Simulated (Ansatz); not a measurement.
## Worked example: C2H7BO → BH(CH3)O + CH3

Species: C2H7BO `CBOC`, singlet; BH(CH3)O, doublet; CH3 (methyl radical) `[CH3]`, doublet. 

Shapes, held fixed at every level: PBE0-D4/def2-TZVP. Flexible molecules stand in one conformer, not always the lowest. Programs: Ansatz 0.2.0. The zero-point and thermal change to 298 K, harmonic and unscaled (PBE0-D4/def2-TZVP), is -26.2 kJ/mol.

At CCSD(T)/CBS estimate; 1 Eh = 2625.50 kJ/mol:

| species | energy (Eh) |
| --- | --- |
| C2H7BO | -180.326254 |
| BH(CH3)O | -140.405748 |
| CH3 | -39.782177 |

Question: Work out ΔH(298 K) of the reaction at this level.

Answer: 
1. Products less reactants: (-140.405748) + (-39.782177) − [(-180.326254)] = 0.138329 Eh = +363.2 kJ/mol.
2. With the thermal change: +363.2 + (-26.2) = +337.0 kJ/mol.

Other levels give +205.1 (HF/def2-SVP) to +380.9 kJ/mol (SPW92/def2-TZVPP). No measured value is set beside it here. Open shells run unrestricted unless RO is named. The CBS estimate extrapolates MP2 from def2-TZVPP and def2-QZVPP and adds CCSD(T) − MP2 in the triple-zeta set, cores frozen.
